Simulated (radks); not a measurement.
All-electron atom: the oxygen ion O3+ in [He] 2s2 2p1. All-electron calculation, Dirac Kohn-Sham, exchange-only LDA, spin-unpolarised, spherical densities, finite nucleus; open shells fill j = l - 1/2 first; Fermi nuclear charge, rms radius 2.6991 fm. Program: a radial shooting solver on a logarithmic mesh with Libxc functionals.

Unscreened Slater integrals over Kohn-Sham orbitals (hartree). Large and small components are both included. Empty in this configuration: 2p3/2.

integral,value
"F0(2p1/2,2p1/2)",0.99175
"F0(2p1/2,2s1/2)",0.94837
"G1(2p1/2,2s1/2)",0.57060
"F0(2p1/2,1s1/2)",1.3787
"G1(2p1/2,1s1/2)",0.18603
"F0(2p1/2,2p3/2)",0.99123
"G2(2p1/2,2p3/2)",0.46325
"F0(2s1/2,2s1/2)",0.91978
"F0(2s1/2,1s1/2)",1.2939
"G0(2s1/2,1s1/2)",0.10855
"F0(2s1/2,2p3/2)",0.94794
"G1(2s1/2,2p3/2)",0.57063
"F0(1s1/2,1s1/2)",4.7057
"F0(1s1/2,2p3/2)",1.3770
"G1(1s1/2,2p3/2)",0.18568
"F0(2p3/2,2p3/2)",0.99071
"F2(2p3/2,2p3/2)",0.46323
